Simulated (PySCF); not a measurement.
**Magnetic susceptibility: `[H]/P=C(\F)[Si](C)(C)C`, C4H10FPSi**

Geometry:
```tsv
atom	x (Å)	y (Å)	z (Å)
C1	-0.505	1.779	-0.774
Si2	-0.209	0.057	-0.013
C3	-0.724	-1.345	-1.187
C4	-1.062	-0.078	1.687
C5	1.668	-0.143	0.270
F6	2.224	0.808	1.071
P7	2.655	-1.356	-0.351
H8	-0.063	2.558	-0.159
H9	-0.070	1.856	-1.766
H10	-1.566	1.990	-0.860
H11	-0.304	-1.200	-2.178
H12	-1.803	-1.399	-1.290
H13	-0.377	-2.307	-0.825
H14	-0.883	-1.047	2.143
H15	-2.136	0.054	1.601
H16	-0.691	0.681	2.370
H17	3.839	-0.897	0.251
```

Level of theory: GIAO CAM-B3LYP/6-31G magnetisability, rotational g tensor and spin-rotation constants, non-relativistic, gas phase in PySCF 2.14.0. Geometry: GFN2-xTB.

Q: What are the magnetisability and the molar susceptibility?

A: Isotropic -1531 × 10⁻³⁰ J/T², or -92.2 × 10⁻⁶ cm³/mol; principal values -1655, -1522, -1416 × 10⁻³⁰ J/T², anisotropy 208 × 10⁻³⁰ J/T² (root of half the summed squared differences of the principal values). The susceptibility is in cgs units.

Q: Split it along the inertial axes a, b, c into diamagnetic and paramagnetic parts about the centre of mass, with the quadrupole moment.

A: 
| axis | χ (10⁻⁶ cm³/mol) | diamagnetic (10⁻⁶ cm³/mol) | paramagnetic (10⁻⁶ cm³/mol) | summed x² of all electrons (Å²) | quadrupole Θ (D Å) |
| --- | --- | --- | --- | --- | --- |
| a | -90.8 | -701.5 | 610.7 | 196.4 | +3.45 |
| b | -86.1 | -1110.6 | 1024.5 | 100.0 | -4.99 |
| c | -99.7 | -1257.5 | 1157.8 | 65.4 | +1.54 |

Anisotropies 2χaa − χbb − χcc = +4.3 and 2χbb − χaa − χcc = +18.1 × 10⁻⁶ cm³/mol. Θ is traceless in Buckingham's convention.

Q: And the rotational g tensor?

A: 
```csv
axis,rotational constant (GHz),g,nuclear part,electronic part
a,2.1333,-0.0149,0.5972,-0.6121
b,1.2102,-0.0082,0.5742,-0.5824
c,1.0345,-0.0023,0.5604,-0.5627
```
Asymmetric top; isotopes 12C, 19F, 1H, 31P, 28Si; no vibrational averaging.
